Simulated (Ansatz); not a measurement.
`C[O][AlH][SiH2]S` and `C[O][AlH][O]C` differ in one atom or group.

Ansatz, PBE0-D4/def2-TZVP geometries, multiplicity 1. Each molecule was computed in one conformer, which needn't be the lowest.

```csv
property,`C[O][AlH][SiH2]S`
size of the dipole moment (ωB97M-V/def2-TZVPP) / D,2.53
HOMO–LUMO gap (PBE0/def2-TZVPP) / eV,5.64
size of the dipole moment (B3LYP/def2-TZVPP) / D,2.50
HOMO energy (ωB97M-V/def2-TZVPP) / eV,-9.36
size of the dipole moment (PBE/def2-TZVPP) / D,2.40
HOMO–LUMO gap (B3LYP/def2-TZVPP) / eV,5.20
```

(1) Give the same properties after the change, and the shifts. (Estimate.)

Results:

(1) Ansatz gave: 
| property | `C[O][AlH][O]C` | shift |
| --- | --- | --- |
| size of the dipole moment (ωB97M-V/def2-TZVPP) / D | 1.94 | -0.59 |
| HOMO–LUMO gap (PBE0/def2-TZVPP) / eV | 7.93 | 2.29 |
| size of the dipole moment (B3LYP/def2-TZVPP) / D | 1.92 | -0.58 |
| HOMO energy (ωB97M-V/def2-TZVPP) / eV | -10.38 | -1.02 |
| size of the dipole moment (PBE/def2-TZVPP) / D | 1.84 | -0.56 |
| HOMO–LUMO gap (B3LYP/def2-TZVPP) / eV | 7.47 | 2.27 |

With PBE0 the HOMO falls by 0.79 eV and the LUMO rises by 1.51 eV, so the gap widens by about 2.30 eV. PBE moves the HOMO by -0.44 eV and ωB97M-V by -1.02 eV. Dipoles are sizes alone; their direction can turn.

B3LYP here is the variant with VWN-RPA as its local correlation; programs differ in this.
